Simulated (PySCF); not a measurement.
Molfile (atoms numbered from 1):
```
C5H11ClO3Si
     RDKit          3D

 21 20  0  0  0  0  0  0  0  0999 V2000
    4.1540   -0.3482    0.5833 C   0  0  0  0  0  0  0  0  0  0  0  0
    2.8391    0.0667    0.9487 O   0  0  0  0  0  0  0  0  0  0  0  0
    1.8618   -0.1364    0.0650 C   0  0  0  0  0  0  0  0  0  0  0  0
    2.0310   -0.6689   -1.0048 O   0  0  0  0  0  0  0  0  0  0  0  0
    0.1924    0.5437    0.7621 Si  0  0  1  0  0  4  0  0  0  0  0  0
    0.4235    2.5151    1.0396 Cl  0  0  0  0  0  0  0  0  0  0  0  0
   -1.2103    0.2234   -0.5018 C   0  0  1  0  0  0  0  0  0  0  0  0
   -1.3029   -1.2317   -0.9619 C   0  0  0  0  0  0  0  0  0  0  0  0
   -2.3656    0.6620    0.2078 O   0  0  0  0  0  0  0  0  0  0  0  0
   -3.5043    0.8871   -0.5855 C   0  0  0  0  0  0  0  0  0  0  0  0
    4.7311   -0.3947    1.5029 H   0  0  0  0  0  0  0  0  0  0  0  0
    4.5928    0.3771   -0.1042 H   0  0  0  0  0  0  0  0  0  0  0  0
    4.1150   -1.3244    0.0971 H   0  0  0  0  0  0  0  0  0  0  0  0
   -0.0895   -0.1154    2.0338 H   0  0  0  0  0  0  0  0  0  0  0  0
   -1.0829    0.8587   -1.3948 H   0  0  0  0  0  0  0  0  0  0  0  0
   -2.0720   -1.3569   -1.7215 H   0  0  0  0  0  0  0  0  0  0  0  0
   -1.5401   -1.8754   -0.1183 H   0  0  0  0  0  0  0  0  0  0  0  0
   -0.3484   -1.5340   -1.3830 H   0  0  0  0  0  0  0  0  0  0  0  0
   -4.2409    1.3596    0.0624 H   0  0  0  0  0  0  0  0  0  0  0  0
   -3.9177   -0.0476   -0.9793 H   0  0  0  0  0  0  0  0  0  0  0  0
   -3.2749    1.5568   -1.4235 H   0  0  0  0  0  0  0  0  0  0  0  0
  1  2  1  0
  2  3  1  0
  3  4  2  0
  3  5  1  0
  5  6  1  0
  5  7  1  0
  7  8  1  0
  7  9  1  0
  9 10  1  0
  1 11  1  0
  1 12  1  0
  1 13  1  0
  5 14  1  1
  7 15  1  6
  8 16  1  0
  8 17  1  0
  8 18  1  0
 10 19  1  0
 10 20  1  0
 10 21  1  0
M  END
```

- GIAO PBE0/pcSseg-1 shieldings
- geometry from GFN2-xTB
- code: PySCF 2.14.0 with density-fitted response routines
- no relativistic terms, one computed conformer, no solvent model, equivalent nuclei averaged

Predict the 2D correlation tables (HSQC, COSY, HMBC).

## Answers



HSQC (one-bond C–H):
```
                δH          δC
3.97 (H11/H12/H13)   51.8 (C1)
3.58 (H19/H20/H21)  59.9 (C10)
        3.41 (H15)   77.1 (C7)
1.49 (H16/H17/H18)   14.2 (C8)
```

COSY cross peaks (H two or three bonds apart, from the bond graph; peaks can be absent where the dihedral angle is near 90°):
```
        δH                  δH
4.91 (H14)          3.41 (H15)
3.41 (H15)  1.49 (H16/H17/H18)
```

HMBC (two and three bonds, from the bond graph):
```
                δH                                 δC
        4.91 (H14)   186.8 (C3), 77.1 (C7), 14.2 (C8)
3.97 (H11/H12/H13)                         186.8 (C3)
3.58 (H19/H20/H21)                          77.1 (C7)
        3.41 (H15)  186.8 (C3), 59.9 (C10), 14.2 (C8)
1.49 (H16/H17/H18)                          77.1 (C7)
```

Chemical shifts δ = σref − σ; 1H, 13C against TMS, all at this level.

Short H···H contacts in this conformer between protons four or more bonds apart (candidates for NOE cross peaks, intensity ∝ r⁻⁶): H15···H21 2.30 Å, H16···H20 2.38 Å.

Shifts are as computed. Against solution values, carbons near 30 ppm lie about +3 ppm off and those near 130 ppm about +5 ppm. Of 1211 compounds with measured shifts, 218 miss one by over three times the rms of a fit or turn the order of signals round; such compounds aren't used in these exercises.
